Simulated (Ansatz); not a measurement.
The cluster CdCl2. Total charge 0; triplet. Geometry r2SCAN-D4/def2-TZVP, that of the charge +1 doublet; atoms count from 1.

```xyz
3

Cd    0.000    0.000   -0.001
Cl   -1.965   -1.169    0.179
Cl    1.965    1.169   -0.178
```

In the def2 sets Cd takes a core potential; there is no spin–orbit coupling. At PBE0-D4/def2-TZVP a singlet of charge 0 lies 4.86 eV below the triplet at the same geometry. The structure comes from a short search, and lower isomers may exist.

Question: Estimate the Mulliken populations from the PBE0/def2-TZVP orbitals of Ansatz.

Answer: 
```json
{"atom": "Cd1", "charge (e)": "0.33", "spin (α − β)": "0.80", "d electrons": "9.98"}
{"atom": "Cl2", "charge (e)": "-0.17", "spin (α − β)": "0.60", "d electrons": "–"}
{"atom": "Cl3", "charge (e)": "-0.17", "spin (α − β)": "0.60", "d electrons": "–"}
```
Mulliken values and Mayer orders depend strongly on the basis.

Question: Where does the spin sit?

Answer: Summed by element: Cd 0.80, Cl 1.20, of 2 unpaired in all. Largest on single atoms: Cd1 0.80, Cl2 0.60, Cl3 0.60.

Question: And the Mayer bond orders between bonded heavy atoms (over 0.3)?

Answer: Cd1–Cl2 0.55 (2.29 Å); Cd1–Cl3 0.55 (2.29 Å). Values over 0.3 also appear between atoms too far apart for a bond (Cl2–Cl3 0.46 at 4.59 Å); they arise where an orbital or an unpaired electron spreads over both atoms.
